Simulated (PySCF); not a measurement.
H$_{3}$NSe, singlet, geometry from GFN2-xTB; WB97X/6-31G, TDA in PySCF.

PySCF was given this input:
```python
from pyscf import gto, scf, dft, tdscf

mol = gto.M(
    atom='''
Se   -0.03788142    0.31198670    0.23287474
H    -1.25789204    0.78192329   -0.44701709
N     0.34474737   -1.21152168   -0.72914811
H     0.52978846   -1.00778303   -1.70630495
H    -0.39715974   -1.90103617   -0.66038222
''',
    basis='6-31g',
    verbose=4,
)

mf = dft.RKS(mol)
mf.xc = 'wb97x'
mf.kernel()
td = mf.TDA()
td.nstates = 5
td.kernel(x0=td.get_init_guess(mf, 13), nstates=5)
td.analyze()
```

Output, abridged:

```
PySCF version 2.14.0

[INPUT] verbose = 4
[INPUT] num. atoms = 5
[INPUT] num. electrons = 44
[INPUT] charge = 0
[INPUT] spin (= nelec alpha-beta = 2S) = 0
[INPUT] symmetry False subgroup None
[INPUT] Mole.unit = angstrom
[INPUT] Symbol           X                Y                Z      unit          X                Y                Z       unit  Magmom
[INPUT]  1 Se    -0.037881420000   0.311986700000   0.232874740000 AA   -0.071585509010   0.589569417507   0.440069479929 Bohr   0.0
[INPUT]  2 H     -1.257892040000   0.781923290000  -0.447017090000 AA   -2.377071449870   1.477620868519  -0.844739873100 Bohr   0.0
[INPUT]  3 N      0.344747370000  -1.211521680000  -0.729148110000 AA    0.651478111464  -2.289444169173  -1.377890232144 Bohr   0.0
[INPUT]  4 H      0.529788460000  -1.007783030000  -1.706304950000 AA    1.001155093355  -1.904433919684  -3.224449040490 Bohr   0.0
[INPUT]  5 H     -0.397159740000  -1.901036170000  -0.660382220000 AA   -0.750523136303  -3.592437714192  -1.247941533332 Bohr   0.0

nuclear repulsion = 104.924001869559
number of shells = 22
number of NR pGTOs = 124
number of NR cGTOs = 42
basis = 6-31g
ecp = {}

******** <class 'pyscf.dft.rks.RKS'> ********
method = RKS
initial guess = minao
damping factor = 0
level_shift factor = 0
DIIS = <class 'pyscf.scf.diis.CDIIS'>
diis_start_cycle = 1
diis_space = 8
diis_damp = 0
SCF conv_tol = 1e-09
SCF conv_tol_grad = None
SCF max_cycles = 50
direct_scf = True
direct_scf_tol = 1e-13
XC library pyscf.dft.libxc version 7.1.2
    S. Lehtola, C. Steigemann, M. J. T. Oliveira, and M. A. L. Marques,  SoftwareX 7, 1–5 (2018)
XC functionals = wb97x
    J.-D. Chai and M. Head-Gordon,  J. Chem. Phys. 128, 084106 (2008)
radial grids:
    Treutler-Ahlrichs [JCP 102, 346 (1995); DOI:10.1063/1.469408] (M4) radial grids

becke partition: Becke, JCP 88, 2547 (1988); DOI:10.1063/1.454033
pruning grids: <function nwchem_prune>
grids dens level: 3
symmetrized grids: False
atomic radii adjust function: <function treutler_atomic_radii_adjust>
small_rho_cutoff = 0
Set gradient conv threshold to 3.16228e-05
Initial guess from minao.
tot grids = 63752
init E= -2456.81647441587
  HOMO = -0.285033734876843  LUMO = -0.0281189878483787  gap/eV = 6.99101
cycle= 1 E= -2457.67059252112  delta_E= -0.854  |g|= 0.268  |ddm|= 2.15
  HOMO = -0.31937729776152  LUMO = 0.0902511670687804  gap/eV = 11.14656
cycle= 2 E= -2457.69062730018  delta_E= -0.02  |g|= 0.147  |ddm|= 0.559
  HOMO = -0.33667471398869  LUMO = 0.0728998668386702  gap/eV = 11.14509
cycle= 3 E= -2457.69416281124  delta_E= -0.00354  |g|= 0.0414  |ddm|= 0.14
  HOMO = -0.337866789100365  LUMO = 0.0777915146687254  gap/eV = 11.31064
cycle= 4 E= -2457.69453627433  delta_E= -0.000373  |g|= 0.0126  |ddm|= 0.0517
  HOMO = -0.336144624091308  LUMO = 0.0783864764522106  gap/eV = 11.27997
cycle= 5 E= -2457.69457847218  delta_E= -4.22e-05  |g|= 0.00435  |ddm|= 0.019
  HOMO = -0.336036369489004  LUMO = 0.0787700177396671  gap/eV = 11.28746
cycle= 6 E= -2457.69458557836  delta_E= -7.11e-06  |g|= 0.0009  |ddm|= 0.00959
  HOMO = -0.336365269241419  LUMO = 0.0785724905176628  gap/eV = 11.29103
cycle= 7 E= -2457.69458666843  delta_E= -1.09e-06  |g|= 0.000283  |ddm|= 0.0045
  HOMO = -0.336312056481434  LUMO = 0.0786174378093532  gap/eV = 11.29081
cycle= 8 E= -2457.6945868041  delta_E= -1.36e-07  |g|= 5.56e-05  |ddm|= 0.0019
  HOMO = -0.336318867474247  LUMO = 0.0786178315001229  gap/eV = 11.29100
cycle= 9 E= -2457.69458680851  delta_E= -4.41e-09  |g|= 8.61e-06  |ddm|= 0.000369
  HOMO = -0.336317285917909  LUMO = 0.0786184627899966  gap/eV = 11.29098
cycle= 10 E= -2457.6945868086  delta_E= -9.55e-11  |g|= 1.52e-06  |ddm|= 4.37e-05
  HOMO = -0.336317716400688  LUMO = 0.0786182266663062  gap/eV = 11.29098
Extra cycle  E= -2457.6945868086  delta_E= -1.36e-12  |g|= 8.08e-07  |ddm|= 4.45e-06
converged SCF energy = -2457.6945868086

******** <class 'pyscf.tdscf.rks.TDA'> for <class 'pyscf.dft.rks.RKS'> ********
nstates = 5 singlet
deg_eia_thresh = 1.000e-03
wfnsym = None
conv_tol = 1e-05
eigh lindep = 1e-12
eigh level_shift = 0
eigh max_cycle = 100

Excitation energies (eV)
[5.25385414 5.88765614 6.78814463 8.43881807 9.0674665 ]

** Singlet excitation energies and oscillator strengths **
Excited State   1:      5.25385 eV    235.99 nm  f=0.0034
      22 -> 23       -0.69608
Excited State   2:      5.88766 eV    210.58 nm  f=0.0036
      21 -> 23        0.70098
Excited State   3:      6.78814 eV    182.65 nm  f=0.0015
      22 -> 24        0.69889
Excited State   4:      8.43882 eV    146.92 nm  f=0.0412
      20 -> 23        0.39123
      21 -> 24       -0.54816
      21 -> 25        0.20041
Excited State   5:      9.06747 eV    136.74 nm  f=0.1366
      20 -> 23        0.33255
      21 -> 25       -0.60145

** Transition electric dipole moments (AU) **
state          X           Y           Z        Dip. S.      Osc.
  1        -0.0907     -0.0874      0.1023      0.0263      0.0034
  2        -0.1242      0.0929     -0.0307      0.0250      0.0036
  3         0.0536      0.0516     -0.0604      0.0092      0.0015
  4         0.3119      0.0461      0.3158      0.1992      0.0412
  5        -0.1215      0.6391      0.4381      0.6151      0.1366

** Transition velocity dipole moments (imaginary part, AU) **
state          X           Y           Z        Dip. S.      Osc.
  1         0.0227      0.0218     -0.0256      0.0016      0.0057
  2        -0.1040      0.0564     -0.0440      0.0159      0.0491
  3        -0.0334     -0.0322      0.0377      0.0036      0.0095
  4         0.0489      0.0476      0.0840      0.0117      0.0252
  5        -0.0123      0.1956      0.1562      0.0628      0.1257

** Transition magnetic dipole moments (imaginary part, AU) **
state          X           Y           Z
  1        -0.6972     -0.0092     -0.6257
  2        -0.2743     -0.2644      0.3095
  3         0.1866     -0.4516     -0.2203
  4        -0.0712     -0.0687      0.0804
  5         0.5240      0.5051     -0.5914
```
